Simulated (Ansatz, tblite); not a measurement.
Forces on the cluster LiAlO₂ at its r2SCAN-D4/def2-TZVP geometry. The state is a singlet with charge 0.

The xTB rows come from tblite. The structure comes from a short search, and lower isomers may exist.

GFN1-xTB (tblite), largest force 0.95 eV/Å:

```xyz
4
positions Å, forces eV/Å
Li   -0.128   -0.892   -2.292    0.026    0.185    0.468
Al    0.043    0.302    0.775    0.044    0.294    0.757
O    -0.043   -0.291   -0.760   -0.019   -0.135   -0.338
O     0.128    0.881    2.277   -0.051   -0.343   -0.888
```

GFN2-xTB (tblite), largest force 1.44 eV/Å:

```
Li 0.023 0.163 0.411
Al 0.051 0.331 0.851
O 0.003 0.024 0.077
O -0.077 -0.517 -1.339
```

PBE0-D4/def2-TZVP (Ansatz), largest force 0.28 eV/Å:

```
Li 0.007 0.053 0.131
Al 0.008 0.045 0.110
O 0.000 0.005 0.023
O -0.016 -0.103 -0.264
```
